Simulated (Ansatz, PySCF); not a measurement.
Cl₃In, SMILES [Cl][In-]([Cl])[Cl], charge -1, multiplicity 2. Atoms are numbered in the order given.

```xyz
4

In     0.0001     0.0000    -0.4564
Cl    -2.0156     1.1637     0.4219
Cl    -0.0002    -2.3275     0.4219
Cl     2.0156     1.1639     0.4219
```
Charge -1, spin multiplicity 2.

Geometry optimised at PBE0-D3(BJ)/def2-SVPD. The def2 effective core potentials stand for the cores of In; spin–orbit coupling is left out.

Two levels are set side by side: PBE-D3(BJ)/def2-SVPD (Ansatz, a first-principles code) and PBE0-D3(BJ)/def2-SVPD (Ansatz). Each level has its own optimised geometry; the coordinates shown are those of the second. Frequencies come from the Hessian of PySCF at each geometry. Differences are taken from unrounded values.

```tsv
quantity	PBE0-D3(BJ)
mean bond length (Å)	2.488
bond In1–Cl2 (Å)	2.488
bond In1–Cl3 (Å)	2.488
bond In1–Cl4 (Å)	2.488
highest harmonic wavenumber (cm⁻¹)	278
mean harmonic wavenumber (cm⁻¹)	178
zero-point energy (kcal/mol)	1.52
```

Task: What does PBE-D3(BJ) give, and how far is it from PBE0-D3(BJ)? (An estimate is asked for; the answer gives what the named calculation found.)

Result: 
| quantity | PBE-D3(BJ) | PBE-D3(BJ) minus PBE0-D3(BJ) |
|---|---|---|
| mean bond length (Å) | 2.527 | 0.039 |
| bond In1–Cl2 (Å) | 2.527 | 0.039 |
| bond In1–Cl3 (Å) | 2.527 | 0.039 |
| bond In1–Cl4 (Å) | 2.527 | 0.039 |
| highest harmonic wavenumber (cm⁻¹) | 258 | -20 |
| mean harmonic wavenumber (cm⁻¹) | 163 | -15 |
| zero-point energy (kcal/mol) | 1.40 | -0.13 |

GGA bonds tend to be longer and softer than those of functionals with exact exchange. Differences between two approximate levels are no errors against the true value.
